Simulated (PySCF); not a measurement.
## Energy of As (arsenic, neutral) between two integer charges

The 4p alpha orbital of [Ar] 3d10 4s2 4p3 is emptied in steps (occupation f), with all orbitals relaxed, ending at [Ar] 3d10 4s2 4p2. Calculation: PySCF 2.14, in aug-cc-pVTZ-DK (7s6p4d2f, 59 functions); scalar relativity by spin-free X2C-1e. The exact energy is a straight line in f; departures are measured from the line between the end points of the same method.

| f | UHF (eV) | LDA (eV) | PBE (eV) | PBE0 (eV) | r2SCAN (eV) | LC-wPBE (eV) | BHandHLYP (eV) | wB97X (eV) | B3LYP (eV) | BLYP (eV) |
| --- | --- | --- | --- | --- | --- | --- | --- | --- | --- | --- |
| 1 | 0.000 | 0.000 | 0.000 | 0.000 | 0.000 | 0.000 | 0.000 | 0.000 | 0.000 | 0.000 |
| 0.9 | 0.056 | -0.367 | -0.357 | -0.256 | -0.339 | -0.019 | -0.160 | -0.042 | -0.282 | -0.363 |
| 0.7 | 0.127 | -0.863 | -0.839 | -0.599 | -0.789 | -0.044 | -0.375 | -0.101 | -0.662 | -0.853 |
| 0.5 | 0.148 | -1.035 | -1.002 | -0.713 | -0.933 | -0.051 | -0.447 | -0.122 | -0.791 | -1.021 |
| 0.3 | 0.121 | -0.874 | -0.844 | -0.598 | -0.778 | -0.041 | -0.377 | -0.106 | -0.667 | -0.862 |
| 0.1 | 0.051 | -0.376 | -0.362 | -0.256 | -0.331 | -0.016 | -0.162 | -0.047 | -0.286 | -0.370 |
| 0 | 0.000 | 0.000 | 0.000 | 0.000 | 0.000 | 0.000 | 0.000 | 0.000 | 0.000 | 0.000 |

| method | E(f=0) − E(f=1) (eV) | −ε at f=1 (eV) | −ε at f=0.5 (eV) |
| --- | --- | --- | --- |
| UHF | 9.412 | 10.043 | 9.394 |
| LDA | 10.025 | 5.966 | 9.991 |
| PBE | 9.879 | 5.919 | 9.864 |
| PBE0 | 9.940 | 7.098 | 9.941 |
| r2SCAN | 10.083 | 6.313 | 10.117 |
| LC-wPBE | 9.983 | 9.767 | 9.994 |
| BHandHLYP | 9.726 | 7.955 | 9.719 |
| wB97X | 9.668 | 9.200 | 9.653 |
| B3LYP | 9.829 | 6.703 | 9.816 |
| BLYP | 9.616 | 5.602 | 9.588 |

Orbital energy along the path (eV):

```csv
f,UHF,LDA,PBE,PBE0,r2SCAN,LC-wPBE,BHandHLYP,wB97X,B3LYP,BLYP
1,-10.043,-5.966,-5.919,-7.098,-6.313,-9.767,-7.955,-9.200,-6.703,-5.602
0.9,-9.903,-6.747,-6.690,-7.659,-7.071,-9.812,-8.302,-9.287,-7.312,-6.377
0.7,-9.639,-8.348,-8.262,-8.795,-8.599,-9.904,-9.005,-9.466,-8.553,-7.963
0.5,-9.394,-9.991,-9.864,-9.941,-10.117,-9.994,-9.719,-9.653,-9.816,-9.588
0.3,-9.167,-11.668,-11.480,-11.086,-11.593,-10.073,-10.439,-9.852,-11.092,-11.240
0.1,-8.955,-13.363,-13.095,-12.217,-13.039,-10.132,-11.163,-10.075,-12.372,-12.904
0,-8.853,-14.211,-13.898,-12.775,-13.748,-10.150,-11.529,-10.200,-13.010,-13.736
```

Reference removal energy between the ground levels: 9.789 eV (measured; NIST Atomic Spectra Database, ionization energies). The calculation has no spin-orbit coupling. UHF lacks correlation.
